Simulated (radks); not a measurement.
The tin ion Sn+, 49 electrons, occupied as [Kr] 4d10 5p1 6s2 (not the ground configuration). All-electron calculation, Dirac Kohn-Sham, LDA (Slater exchange, Perdew-Wang correlation), spin-unpolarised, spherical densities, finite nucleus; open shells are shared between the two j in proportion to 2j + 1; Fermi nuclear charge, rms radius 4.6519 fm. Program: a radial shooting solver on a logarithmic mesh with Libxc functionals. Some entries of the table are withheld. Estimate them.

orbital,occ.,eigenvalue (hartree),<r^2> (bohr^2),<1/r> (bohr^-1)
1s1/2,2,-1064.936,0.001145,53.03
2s1/2,2,-161.3441,0.01855,12.30
2p1/2,2,-150.8452,0.01377,12.29
2p3/2,4,-142.3814,0.01508,11.44
3s1/2,2,-31.67731,0.1321,4.344
3p1/2,2,(1),0.1268,4.256
3p3/2,4,(2),0.1354,4.048
3d3/2,4,-18.27424,(3),3.897
3d5/2,6,-17.95492,(4),3.844
4s1/2,2,-5.59887,0.7578,1.711
4p1/2,2,-4.17420,0.8540,(5)
4p3/2,4,-3.89246,0.9142,(6)
4d3/2,4,-1.65474,1.364,1.242
4d5/2,6,-1.61537,1.398,1.225
5s1/2,0,-0.94413,5.161,0.6078
5p1/2,0.333333,-0.63628,7.139,0.5143
5p3/2,0.666667,-0.60574,7.634,0.4956
6s1/2,2,-0.26962,27.68,0.2571
5d3/2,0,-0.24875,18.77,0.3119
5d5/2,0,-0.24635,19.08,0.3093
6p1/2,0,-0.19159,38.00,0.2225
6p3/2,0,-0.18485,39.73,0.2179

Answer. 
(1) 3p1/2 eigenvalue (hartree): -27.40420
(2) 3p3/2 eigenvalue (hartree): -25.85898
(3) 3d3/2 <r^2> (bohr^2): 0.1162
(4) 3d5/2 <r^2> (bohr^2): 0.1187
(5) 4p1/2 <1/r> (bohr^-1): 1.595
(6) 4p3/2 <1/r> (bohr^-1): 1.527
